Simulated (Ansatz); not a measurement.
Compare A (`[AlH2][SiH2]O[SiH3]`) with its isomer B (`[AlH2][O][SiH2][SiH3]`).

Program: Ansatz. Geometries: PBE0-D4/def2-TZVP. ΔE: electronic, gas phase. CCSD(T)/CBS adds triple-zeta CCSD(T) − MP2 to the extrapolated MP2 energy (def2 sets, frozen cores). DFT in def2-TZVPP. B3LYP here is the variant with VWN-RPA as its local correlation; programs differ in this. Each species was taken in one conformer, which may not be the lowest.

Q: Which isomer does CCSD(T)/CBS put lower? Give the gap. (An estimate is asked.)

A: Computed: B, by 65.7 kJ/mol.

Q: Give E(B) − E(A) in kJ/mol with PBE-D4, MP2/def2-TZVPP, PBE0-D4, B3LYP-D4, ωB97M-V, CCSD/def2-TZVPP, B3LYP. (Best estimate.)

A: Computed: PBE-D4 -68.3, MP2/def2-TZVPP -68.5, PBE0-D4 -66.2, B3LYP-D4 -67.8, ωB97M-V -67.6, CCSD/def2-TZVPP -64.8, B3LYP -67.1. None reverses the order clearly.

Largest T1 diagnostic: 0.013.

In def2-TZVPP, CCSD(T) changes the Hartree–Fock value by −8.4 kJ/mol (the triples alone add −1.2 kJ/mol) and MP2 by −10.9 kJ/mol.
